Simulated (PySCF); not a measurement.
SMILES N#Cc1[c]cccc1, doublet (CAM-B3LYP/def2-SVP optimised geometry):

```
12

N      2.224     2.827     0.001
C      1.662     1.819     0.001
C      0.944     0.573     0.000
C      1.588    -0.651     0.000
C      0.974    -1.877     0.000
C     -0.426    -1.877     0.000
C     -1.132    -0.674     0.000
C     -0.463     0.545     0.000
H      1.540    -2.812     0.000
H     -0.966    -2.827     0.000
H     -2.224    -0.686     0.000
H     -1.015     1.486     0.000
```

Calculation: unrestricted CAM-B3LYP/def2-TZVP (PySCF).

**Question.** What are the frontier orbital energies (α orbitals alone; a β orbital can be the lowest empty one) and the dipole moment?

**Answer.** HOMO-2 -9.52 eV, HOMO-1 -9.40 eV, HOMO -9.20 eV, LUMO -0.73 eV, LUMO+1 0.06 eV; dipole moment 5.19 D.

On the same geometry unrestricted PBE/def2-TZVP (PySCF 2.14.0) gives HOMO-2 -7.27 eV, HOMO-1 -7.02 eV, HOMO -6.43 eV, LUMO -2.64 eV, LUMO+1 -1.97 eV; dipole moment 5.05 D.

Meta-Löwdin charges at CAM-B3LYP/def2-TZVP: N1 -0.22, C2 0.11, C3 -0.04, C4 0.02, C5 -0.13, C6 -0.09, C7 -0.12, C8 -0.08, H9 0.14, H10 0.13, H11 0.13, H12 0.14.
